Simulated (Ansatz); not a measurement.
Ansatz (a quantum-chemistry and plane-wave program) input (RPA@PBE/def2-QZVPP):
A basis named .json is the Basis Set Exchange file of that set.

Ansatz 0.2 input:
```yaml
crystal:
  periodic: [false, false, false]
  atoms:
    - {symbol: K, position_ang: [-0.00000000, -0.00000000, -2.44005390]}
    - {symbol: I, position_ang: [0.00000000, 0.00000000, 0.87473631]}
basis:
  gaussian:
    orbitals: def2-QZVPP.json
hamiltonian:
  xc: pbe
total_charge: -1
magnetization: {spin_polarized: true, initial_magnetization: 1}
correlation: {method: rpa, electrons: outside_noble_gas}
```

End of the output:

```
integrals: 0.19 GiB planned
936 factors; integrals over basis functions are off by at most 6.6e-4 eV
mean field: 0.54 GiB planned
mean field evaluation 1: about -24415.9611 eV, gradient 2.8e1 eV
mean field evaluation 2: about -24415.9283 eV, gradient 2.8e1 eV
mean field evaluation 4: about -24422.4098 eV, gradient 6.7e0 eV
mean field evaluation 8: about -24422.8992 eV, gradient 2.4e-1 eV
mean field evaluation 16: about -24422.9007 eV, gradient 4.0e-4 eV
mean field evaluation 32: about -24421.9925 eV, gradient 5.1e-6 eV
mean field evaluation 64: about -24422.0846 eV, gradient 5.0e-2 eV
mean field evaluation 96: about -24421.9924 eV, gradient 4.5e-2 eV
mean field -24422.90068527 eV, -897.5250457470 hartree, gradient 5.5e-6 eV, S^2 0.750090; 6 other end points of the search recorded, 0 dependent functions left out
18 core orbitals not correlated
reference -24379.40376918 eV, -895.9265635638 hartree; 5, 4 occupied and 129, 130 virtual orbitals, 936 factors
Total energy: -24387.69893724 eV, -896.2314053674 hartree
```
